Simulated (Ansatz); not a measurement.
Geometry optimisation, RKS B3LYP/def2-SVP (Ansatz).

Input:

```yaml
crystal:
  periodic: [false, false, false]
  atoms:
    - { symbol: F, position_ang: [1.7627, 1.3591, 1.2547] }
    - { symbol: C, position_ang: [0.8321, 0.6308, 0.5508] }
    - { symbol: C, position_ang: [0.966, -0.2768, -0.4823] }
    - { symbol: C, position_ang: [-0.3885, -0.6065, -0.5959] }
    - { symbol: Al, position_ang: [-1.1178, 0.4748, 0.6968] }
    - { symbol: H, position_ang: [1.8738, -0.6174, -1.0029] }
    - { symbol: H, position_ang: [-0.6133, -1.6873, -0.361] }
    - { symbol: H, position_ang: [-0.8083, -0.3297, -1.605] }
    - { symbol: H, position_ang: [-2.4183, 1.0068, 1.5279] }
basis:
  gaussian: { orbitals: def2-SVP }
hamiltonian:
  xc: b3lyp
relax:
  f_tol: 0.02
  max_steps: 50
```

Run as:

```bash
$ ansatz run input.yaml --threads 2 --pin off --max-ram 3072MiB --backend cpu --events-out ev --progress --plain --runs-dir out
```

Task: Where does it end, and by what steps?

Result: It converged. After 6 steps the energy has fallen by 1.423 eV; H7 moved furthest, 0.22 Å.

```json
{"step": "0", "energy less start (eV)": "0.0000", "largest force component (eV/Å)": "4.735", "accepted": "yes"}
{"step": "1", "energy less start (eV)": "-1.2038", "largest force component (eV/Å)": "2.010", "accepted": "yes"}
{"step": "2", "energy less start (eV)": "-1.4066", "largest force component (eV/Å)": "0.615", "accepted": "yes"}
{"step": "3", "energy less start (eV)": "-1.4194", "largest force component (eV/Å)": "0.207", "accepted": "yes"}
{"step": "4", "energy less start (eV)": "-1.4221", "largest force component (eV/Å)": "0.167", "accepted": "yes"}
{"step": "5", "energy less start (eV)": "-1.4229", "largest force component (eV/Å)": "0.075", "accepted": "yes"}
{"step": "6", "energy less start (eV)": "-1.4233", "largest force component (eV/Å)": "0.013", "accepted": "yes"}
```

```xyz
9
Properties=species:S:1:pos:R:3
F 1.926 1.333 1.164
C 0.841 0.726 0.671
C 0.879 -0.180 -0.339
C -0.511 -0.707 -0.695
Al -1.084 0.519 0.760
H 1.803 -0.500 -0.845
H -0.610 -1.797 -0.553
H -0.806 -0.486 -1.735
H -2.349 1.045 1.555
```

Run time: 17 s on 2 threads of Arm Neoverse V2 (shared host), peak memory 0.19 GiB.
